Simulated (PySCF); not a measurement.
# Energy of Ni²⁺ (nickel, charge +2) between two integer charges

The 3d beta orbital of [Ar] 3d8 is emptied in steps (occupation f), with all orbitals relaxed, ending at [Ar] 3d7. Computed with PySCF 2.14 in def2-TZVPPD, with the non-relativistic Hamiltonian (point nucleus). The exact energy is a straight line in f; departures are measured from the line between the end points of the same method.

```json
{"f": "1", "PBE0 (eV)": "0.000", "r2SCAN (eV)": "0.000", "LC-wPBE (eV)": "0.000"}
{"f": "0.9", "PBE0 (eV)": "-0.507", "r2SCAN (eV)": "-0.719", "LC-wPBE (eV)": "-0.293"}
{"f": "0.7", "PBE0 (eV)": "-1.193", "r2SCAN (eV)": "-1.684", "LC-wPBE (eV)": "-0.696"}
{"f": "0.5", "PBE0 (eV)": "-1.430", "r2SCAN (eV)": "-2.009", "LC-wPBE (eV)": "-0.840"}
{"f": "0.3", "PBE0 (eV)": "-1.209", "r2SCAN (eV)": "-1.688", "LC-wPBE (eV)": "-0.715"}
{"f": "0.1", "PBE0 (eV)": "-0.521", "r2SCAN (eV)": "-0.723", "LC-wPBE (eV)": "-0.310"}
{"f": "0", "PBE0 (eV)": "0.000", "r2SCAN (eV)": "0.000", "LC-wPBE (eV)": "0.000"}
```

Task: For LC-wPBE, how does the orbital energy at f = 1 compare with the removal energy?

Result: −ε = 33.021 eV against a total-energy difference of 36.254 eV. By Janak's theorem ε = ∂E/∂f, so the gap between them reflects the curvature. Along the path −ε is 33.621 (f = 0.9), 34.874 (f = 0.7), 36.192 (f = 0.5), 37.569 (f = 0.3), 38.994 (f = 0.1) eV.

| method | E(f=0) − E(f=1) (eV) | −ε at f=1 (eV) | −ε at f=0.5 (eV) |
| --- | --- | --- | --- |
| PBE0 | 35.928 | 30.315 | 35.881 |
| r2SCAN | 36.050 | 28.076 | 36.037 |
| LC-wPBE | 36.254 | 33.021 | 36.192 |

Reference removal energy between the ground levels: 35.187 ± 0.019 eV (measured; NIST Atomic Spectra Database, ionization energies). The calculation has no spin-orbit coupling. The determinant left behind need not be the lowest term of the ion.
